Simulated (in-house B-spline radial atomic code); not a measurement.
Configurations of the samarium ion Sm⁵⁺, with energies counted from [Xe] 4f3. Level of theory: Dirac-Hartree-Fock, average of configuration, Fermi nucleus of rms radius 5.0819 fm; calculated with an all-electron radial atomic-structure program (B-spline basis). Energies include first-order Breit, QED and recoil terms.

Occupations are held fixed; configurations that lie above the ionisation limit could autoionise.

```
            configuration  E - E(ref) (eV)  highest orbital  its <r> (bohr)
    [Kr] 4d10 4f4 5s2 5p5           11.301            4f7/2          0.8174
[Kr] 4d10 4f3 5s2 5p5 5d1           31.017            5d5/2           1.862
[Kr] 4d10 4f3 5s2 5p5 6s1           41.095            6s1/2           2.741
             [Xe] 4f2 6p1           42.927            6p3/2           3.094
             [Xe] 4f2 7s1           55.711            7s1/2           4.647
             [Xe] 4f2 6g1           68.721            6g7/2           7.155
             [Xe] 4f2 9d1           72.883            9d5/2           12.33
[Kr] 4d10 4f3 5s2 5p5 6g1            73.53            6g7/2           7.167
 [Kr] 4d9 4f3 5s2 5p6 5g1           198.65            5g7/2           4.473
```

(1) Order these further configurations by energy, lowest first.
A. [Kr] 4d9 4f3 5s2 5p6 7s1
B. [Xe] 4f2 7g1
C. [Kr] 4d10 4f3 5s2 5p5 5g1
D. [Xe] 4f2 9s1
E. [Xe] 4f2 6s1

(2) How far above the reference does [Xe] 4f2 9p1 lie?

(3) How far above the reference does [Xe] 4f2 6d1 lie?

(4) How far above the reference does [Kr] 4d10 4f3 5s2 5p5 6d1 lie?

## Answers

(1) E (35.731 eV), C (67.533 eV), D (70.159 eV), B (72.369 eV), A (191.61 eV).

(2) 71.21 eV; its least bound orbital is 9p3/2 with <r> = 10.8 bohr.

(3) 52.988 eV; its least bound orbital is 6d5/2 with <r> = 3.806 bohr.

(4) 58.144 eV; its least bound orbital is 6d5/2 with <r> = 3.851 bohr.
